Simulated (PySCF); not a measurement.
Choosing a molecule for a target property.

Each SMILES stands for a single optimised conformer of the isolated species, non-relativistic unless stated. Electronic properties by PySCF.

The conformers computed, where there is a choice (atom-mapped SMILES and torsion angles):
- `[CH3:1][C:2]([CH3:3])([CH2:4][OH:5])[C@@H:6]1[CH2:7][C:8](=[O:9])[O:10]1`: C1–C2–C4–O5 -59°, C1–C2–C6–C7 49°, H–O5–C4–C2 177°
- `[CH3:1][P@@:2](=[O:3])([CH2:4][OH:5])[c:6]1[cH:7][cH:8][o:9][cH:10]1`: C1–P2–C4–O5 -72°, C1–P2–C6–C7 -59°, H–O5–C4–P2 -47°
- `[CH2:1]=[C:2]([CH3:3])[c:4]1[cH:5][cH:6][cH:7][cH:8][cH:9]1`: C1–C2–C4–C5 -144°
- `[F:1][CH2:2][SiH:3]([PH2:4])[PH2:5]`: F1–C2–Si3–P4 48°, H–P4–Si3–C2 60°, H–P4–Si3–C2 -33°, H–P5–Si3–C2 -91°, H–P5–Si3–C2 176°
- `[CH2:1]=[CH:2][c:3]1[cH:4][cH:5][cH:6][cH:7][c:8]1[NH2:9]`: C1–C2–C3–C4 32°, H–N9–C8–C7 -155°, H–N9–C8–C7 -17°
- `[CH3:1][C:2]1=[CH:3][P:4]1[C:5]([F:6])([F:7])[C:8]([F:9])([F:10])[F:11]`: C3–P4–C5–F6 -17°, P4–C5–C8–F9 -178°

**Question.** Wanted: smallest rotational constant between 0.7 GHz and 1 GHz (GFN2-xTB) and dipole moment below 5 D (PBE0/pcSseg-1), at GFN2-xTB geometries. Which candidate meets both?
A. `C(C)(C)(CO)[C@H]1OC(=O)C1`
B. `C[P@@](=O)(CO)C1=COC=C1`
C. `C=C(C)c1ccccc1`
D. `FC[SiH](P)P`

**Answer.** C. Computed values:
| species | smallest rotational constant | dipole moment |
| --- | --- | --- |
| C[P@@](=O)(CO)C1=COC=C1 | 0.668 GHz | 3.79 D |
| C(C)(C)(CO)[C@H]1OC(=O)C1 | 0.821 GHz | 5.97 D |
| C=C(C)c1ccccc1 | 0.955 GHz | 0.35 D |
| FC[SiH](P)P | 1.016 GHz | 1.33 D |

**Question.** Wanted: HOMO energy between -7 eV and -6.2 eV (PBE0/pcSseg-1) and HOMO–LUMO gap below 7 eV (PBE0/pcSseg-1), at GFN2-xTB geometries. Which candidate meets both?
A. `CC1=CP1C(F)(F)C(F)(F)F`
B. `[SiH](P)(CF)P`
C. `C[P@@](=O)(CO)c1ccoc1`
D. `C=C(C)C1=CC=CC=C1`
E. `CC(C)(CO)[C@@H]1CC(=O)O1`
F. `C=Cc1ccccc1N`

**Answer.** D. Computed values:
```
                 species  HOMO energy  HOMO–LUMO gap
CC(C)(CO)[C@@H]1CC(=O)O1     -7.86 eV        8.33 eV
           [SiH](P)(CF)P     -7.48 eV        7.36 eV
  CC1=CP1C(F)(F)C(F)(F)F     -7.34 eV        6.74 eV
   C[P@@](=O)(CO)c1ccoc1     -7.22 eV        6.89 eV
       C=C(C)C1=CC=CC=C1     -6.64 eV        5.92 eV
            C=Cc1ccccc1N     -5.85 eV        5.08 eV
```
